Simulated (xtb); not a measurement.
xtb input:

```bash
xtb mol.xyz --gfn 2 --sp --chrg -1 --uhf 0
```
mol.xyz:
```
14

Si    -0.19625208    -0.48175245    -0.03802960
N     -1.19694014     0.78984709     0.42972304
Si    -3.05822731     0.67498722     0.51654357
N      1.50384458    -0.13838467     0.30246065
Si     2.84388369    -0.33559770    -0.73606884
H     -0.61586469    -1.71753064     0.66708137
H     -0.10058046    -0.82934518    -1.49584068
H     -0.87884850     1.72046631     0.20533917
H     -3.14049189    -0.37183175     1.64298409
H     -3.26915463    -0.39288190    -0.58457159
H      1.69909492     0.18734707     1.23831242
H      3.17115695    -1.75088510    -1.07678434
H      2.67659341     0.36111427    -2.03939884
H      4.05810335     0.22639117    -0.07663945
```

**Question.** What final total energy does it print?

**Answer.** -15.83376 Eh (GFN2-xTB).

It need not be the lowest isomer of its formula. Whether it binds its extra electron was not tested at this geometry.
